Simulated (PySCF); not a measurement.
## Ge⁺: ionisation energy

Ge⁺ [Ar] 3d10 4s2 4p1 (2P) → Ge²⁺ [Ar] 3d10 4s2 (1S), as a difference of total energies. Calculation: PySCF 2.14, in cc-pVDZ-PP with ECP10MDF; scalar relativity through the core potential. Correlated levels: valence: 3s2 3p6 3d10 frozen. The calculations carry no spin-orbit coupling.

```tsv
method	ionisation energy (eV)	error (eV)
UHF	15.218	-0.571
TPSS	15.722	-0.067
MN15	15.518	-0.271
MP2 (valence)	15.371	-0.418
SCS-MP2 (valence)	15.353	-0.436
CCSD (valence)	15.445	-0.344
CCSD(T) (valence)	15.457	-0.332
```

Reference: 15.789 eV (measured; NIST levels, between the centres of gravity of the two terms).

Errors of the correlated levels include the incompleteness of this basis and the frozen core.
